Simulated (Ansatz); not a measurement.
Ansatz (a quantum-chemistry and plane-wave program) input (revPBE/def2-TZVPD):

Ansatz 0.2 input:
```yaml
crystal:
  periodic: [false, false, false]
  atoms:
    - {symbol: Se, position_ang: [-0.21872388, -0.12695634, 0.22222286]}
    - {symbol: H, position_ang: [-0.59605512, -1.20668829, -0.73806274]}
    - {symbol: F, position_ang: [0.79757714, 0.72198944, -0.84885284]}
    - {symbol: H, position_ang: [0.85447295, -0.97470113, 0.82216094]}
basis:
  gaussian:
    orbitals: def2-TZVPD
hamiltonian:
  xc: {name: revPBE}
total_charge: 1
output: {forces: true}
```

End of the output:

```
integrals: 0.03 GiB planned
722 factors; their error is unknown
mean field: 0.28 GiB planned
mean field evaluation 1: about -68072.0530 eV, gradient 9.2e1 eV
mean field evaluation 2: about -67815.3850 eV, gradient 2.5e2 eV
mean field evaluation 4: about -68084.0749 eV, gradient 1.3e1 eV
mean field evaluation 8: about -68084.4665 eV, gradient 1.9e-1 eV
mean field evaluation 16: about -68084.4511 eV, gradient 7.4e-5 eV
mean field -68084.45114261 eV, -2502.0574301922 hartree, gradient 4.8e-6 eV, S^2 0.000000; 0 other end points of the search recorded, 0 dependent functions left out
the calculation of the forces begins
reference -68084.45119179 eV, -2502.0574319999 hartree; 22, 22 occupied and 93, 93 virtual orbitals, 722 factors
Total energy: -68084.45119179 eV, -2502.0574319999 hartree
Atom 0 at    -0.218724    -0.126956     0.222223 Å, force    -0.485557     0.081856     0.439248 eV/Å
Atom 1 at    -0.596055    -1.206688    -0.738063 Å, force    -0.051562    -0.223546    -0.146925 eV/Å
Atom 2 at     0.797577     0.721989    -0.848853 Å, force     0.363852     0.329278    -0.387230 eV/Å
Atom 3 at     0.854473    -0.974701     0.822161 Å, force     0.173267    -0.187588     0.094907 eV/Å
Dipole moment:    -0.181060    -0.502371     0.243027 e Å
```

It need not be the lowest isomer of its formula.
